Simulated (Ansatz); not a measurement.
`FCOC1=C[SiH2]1` + `[NH2][GeH3]` → `[GeH3][NH]C1=C[SiH2]1` + `OCF`  (substitution at a C–O bond)

Computed with Ansatz on PBE0-D4/def2-TZVP structures; ΔE is electronic, products minus reactants. CBS: MP2 limit from def2 TZ/QZ plus the TZ coupled-cluster correction, frozen cores. Functionals use def2-TZVPP. For Ge outer-core shells are correlated without core-valence functions, which leaves a few kJ/mol of doubt a bond. Scalar relativity is left out up to krypton. One conformer a species, not always the lowest.

Q: Is it downhill or uphill in electronic energy at CCSD(T)/CBS, and by how much? (Estimate.)

A: The calculation gave: Downhill: ΔE = -39.3 kJ/mol.

Q: What do these levels give: PBE0-D4, HF/def2-TZVPP, MP2/def2-TZVPP, CCSD/def2-TZVPP, MP2/def2-QZVPP, SCS-MP2/def2-QZVPP? (An estimate is asked.)

A: Ansatz gave: PBE0-D4 -42.8, HF/def2-TZVPP -34.2, MP2/def2-TZVPP -43.1, CCSD/def2-TZVPP -37.2, MP2/def2-QZVPP -44.4, SCS-MP2/def2-QZVPP -40.1 kJ/mol.

Largest T1 diagnostic among the species: 0.013.

The D4 term adds −4.5 kJ/mol with B3LYP and −2.4 kJ/mol with PBE0; it sums over pairs of atoms, weighted by their polarisabilities, and B3LYP, whose exchange is more repulsive, gets the larger term.

B3LYP here is the variant with VWN-RPA as its local correlation; programs differ in this.
